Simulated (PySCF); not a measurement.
A GIAO shielding run with PySCF (density fitting, non-relativistic, gas phase) on SMILES CS[SiH2][Si@@H](C=O)[SiH2][SiH3], C2H12OSSi4:

```
$ OMP_NUM_THREADS=1 python probes_run.py task.json out

{"job": {"kind": "nmr", "xc": "PBE0", "basis": "pcSseg-1"}, "charge": 0, "multiplicity": 1}
C      3.750728     0.139761    -0.959127
S      2.077990     0.712622    -1.370662
Si     0.942387    -1.026062    -0.792028
Si    -1.267949    -0.387650    -1.044953
C     -2.159995    -1.839056    -0.194402
O     -2.056679    -2.013813     0.999996
Si    -1.930311     1.490314     0.183374
Si    -1.432534     1.258729     2.441912
H      4.435283     0.937571    -1.226291
H      3.812912    -0.063474     0.105410
H      3.978541    -0.754499    -1.530459
H      1.372964    -1.310924     0.578842
H      1.487080    -2.125504    -1.600436
H     -1.665516    -0.511022    -2.461471
H     -2.791863    -2.535459    -0.782995
H     -3.367418     1.727899    -0.048526
H     -1.280636     2.655854    -0.435030
H     -1.721750     2.485796     3.192872
H     -0.001834     0.988676     2.613238
H     -2.186547     0.180919     3.073163
```

Hardware: 1 thread of an Arm Neoverse N1, shared host. The job also computes population analyses, field gradients.

Q: How large is the calculation?

A: 104 electrons, 231 basis functions and 1320 auxiliary functions.

Q: How long does it take, and how much memory does it need?

A: 120 s of wall time, with 14 SCF cycles and 5 response iterations; peak memory 1.1 GiB. Times on a shared host scatter by some tens of per cent.
